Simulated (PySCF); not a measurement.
BFHO, SMILES B(=[OH+])F, charge +1.

Coordinates come from a B3LYP-D3(BJ)/def2-TZVP optimisation. The geometry has at least one imaginary mode, so it is a saddle point at that level. The isomer is the one that the SMILES or the coordinates give; other isomers of the formula were not compared.

Two levels are set side by side: TDDFT-PBE/def2-TZVPD (PySCF) and TDDFT-PBE0/def2-TZVPD (PySCF). Vertical, same geometry. The lowest singlet is HOMO→LUMO 100 % with PBE and HOMO−1→LUMO 99 % with the other functional; states are paired by order. Differences are taken from unrounded values.

| quantity | TDDFT-PBE |
|---|---|
| lowest singlet excitation (eV) | 9.99 |
| lowest triplet excitation (TDA) (eV) | 9.45 |
| first bright state (f over 0.05) (eV) | 12.16 |
| its oscillator strength | 0.07 |

Q: These are the TDDFT-PBE values. What does TDDFT-PBE0 give? (Estimate from the structure and the level; the computed values follow.)

A: 
| quantity | TDDFT-PBE0 | TDDFT-PBE minus TDDFT-PBE0 |
|---|---|---|
| lowest singlet excitation (eV) | 10.71 | -0.72 |
| lowest triplet excitation (TDA) (eV) | 9.87 | -0.42 |
| first bright state (f over 0.05) (eV) | 13.09 | -0.93 |
| its oscillator strength | 0.06 | 0.01 |

Functionals without exact exchange tend to place singlet excitations lower, as here. Differences between two approximate levels are no errors against the true value.

Rough cost on one machine, each run with all the roots and properties that it gave: TDDFT-PBE0 against TDDFT-PBE about 3 times.
